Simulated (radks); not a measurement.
Values are calculated unless marked as measured or tabulated.
Task: Neutral mercury, [Hg]. Level of theory: non-relativistic Kohn-Sham, exchange-only LDA, spin-polarised, spherical densities, point nucleus (a radial shooting solver on a logarithmic mesh with Libxc functionals). Every spin shell is full or empty, so the densities are truly spherical. Functionals are evaluated on that one density, not self-consistently. Rank these exchange functionals by their error against the exact value of the orbitals, and give that value: LDA, B88, PBE, OPTX, AM05, B86b, revTPSS, SCAN, Tao-Mo, MVS.

Result: Exact: -344.861 hartree. From best to worst, with 100 (|E| - |E exact|)/|E exact| (equal figures are ties): B86b +0.04, SCAN +0.08, MVS +0.09, B88 +0.10, PBE -0.31, Tao-Mo -0.80, revTPSS -0.87, OPTX +1.93, AM05 -3.57, LDA -3.76.
